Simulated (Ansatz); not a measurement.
cis-Ti(H2O)2F4 (TiO2F4H4), relaxed as a singlet with RKS r2SCAN-D4/def2-SVP in Ansatz, starting from the GFN1-xTB geometry. Force threshold 0.02 eV/Å.

The relaxation made no stability test and no search for a lower SCF solution. No other spin state of charge 0 was run.

Start:

```xyz
11

F    -1.1647    0.2492    1.8546
F     0.6523    1.9779    0.7252
F    -1.2641    0.8627   -0.7065
F     1.1960   -0.5830    1.0229
O     1.1721    0.4074   -1.3244
O    -0.9081   -1.5728   -0.0290
Ti   -0.1010    0.4328    0.4974
H     2.0715    0.4907   -0.9730
H     0.9419    1.2431   -1.7570
H    -1.8630   -1.4166   -0.0807
H    -0.7329   -2.0913    0.7704
```

```json
{"step": "1", "energy (eV)": "-38129.3074", "largest force component (eV/Å)": "1.987", "SCF passes": "20"}
{"step": "2", "energy (eV)": "-38129.4789", "largest force component (eV/Å)": "0.660", "SCF passes": "21"}
{"step": "3", "energy (eV)": "-38129.5040", "largest force component (eV/Å)": "0.162", "SCF passes": "21"}
{"step": "4", "energy (eV)": "-38129.5056", "largest force component (eV/Å)": "0.076", "SCF passes": "23"}
{"step": "5", "energy (eV)": "-38129.5065", "largest force component (eV/Å)": "0.057", "SCF passes": "23"}
{"step": "6", "energy (eV)": "-38129.5066", "largest force component (eV/Å)": "0.017", "SCF passes": "24"}
```

Force components are those of the run's own axes.

End:

```csv
atom,x (Å),y (Å),z (Å)
F1,-1.1658,0.3540,1.9633
F2,0.6126,2.0638,0.8393
F3,-1.3033,0.8936,-0.7070
F4,1.2307,-0.5838,1.0637
O5,1.1471,0.3957,-1.2959
O6,-0.8872,-1.5373,-0.0299
Ti7,-0.1126,0.4890,0.5657
H8,2.0831,0.4311,-1.0516
H9,0.9745,1.1623,-1.8610
H10,-1.8445,-1.4900,-0.1655
H11,-0.7346,-2.1785,0.6789
```

By distances, no bond broke or formed. The bond that changes most is F3–Ti7, from 1.73 to 1.79 Å (atoms count from 1).

No frequencies were taken in this run, so the end may be a saddle point.

Hardware: 4 threads of Arm Neoverse V1 on a shared host. Wall time 17 s.
